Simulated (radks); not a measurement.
Q: Species: Hf IV. Configuration: [Xe] 4f14 5d1 (the NIST ground configuration). All-electron calculation, scalar-relativistic Kohn-Sham, r2SCAN, spin-polarised, spherical densities, finite nucleus; open shells are filled with parallel spins first (spin-orbit coupling, left out, can overturn this in heavy ions); meta-GGA in the generalised Kohn-Sham scheme; Fermi nuclear charge, rms radius 5.347 fm. Program: a radial shooting solver on a logarithmic mesh with Libxc functionals. Some entries of the table are withheld. Estimate them.

| orbital | occ. | eigenvalue (eV) | <1/r> (bohr^-1) |
|---|---|---|---|
| 1s down | 1 | -65381.82 | 83.78 |
| 1s up | 1 | -65381.81 | 83.78 |
| 2s up | 1 | -11229.32 | 19.58 |
| 2s down | 1 | -11229.25 | 19.58 |
| 2p up | 3 | -9861.186 | 17.85 |
| 2p down | 3 | -9861.138 | 17.85 |
| 3s down | 1 | -2589.104 | 7.255 |
| 3s up | 1 | -2589.091 | 7.255 |
| 3p down | 3 | -2178.376 | 6.721 |
| 3p up | 3 | -2178.368 | 6.721 |
| 3d up | 5 | -1691.418 | 6.349 |
| 3d down | 5 | -1691.395 | 6.348 |
| 4s up | 1 | -548.7083 | 3.061 |
| 4s down | 1 | -548.6871 | 3.061 |
| 4p up | 3 | -413.3815 | 2.790 |
| 4p down | 3 | -413.3669 | 2.789 |
| 4d up | 5 | -237.5868 | 2.473 |
| 4d down | 5 | -237.5640 | 2.473 |
| 5s up | 1 | -96.1663 | 1.169 |
| 5s down | 1 | -95.6821 | 1.174 |
| 5p up | 3 | -63.9245 | 0.9842 |
| 5p down | 3 | -63.1679 | 0.9910 |
| 4f up | 7 | -44.3077 | (1) |
| 4f down | 7 | -44.1781 | (2) |
| 5d up | 1 | -27.2574 | 0.6670 |
| 5d down | 0 | -25.8792 | 0.6760 |
| 6s up | 0 | -25.4063 | 0.4595 |
| 6s down | 0 | -23.8143 | 0.4540 |
| 6p up | 0 | -18.6688 | 0.3744 |

A: 
(1) 4f up <1/r> (bohr^-1): 1.919
(2) 4f down <1/r> (bohr^-1): 1.925
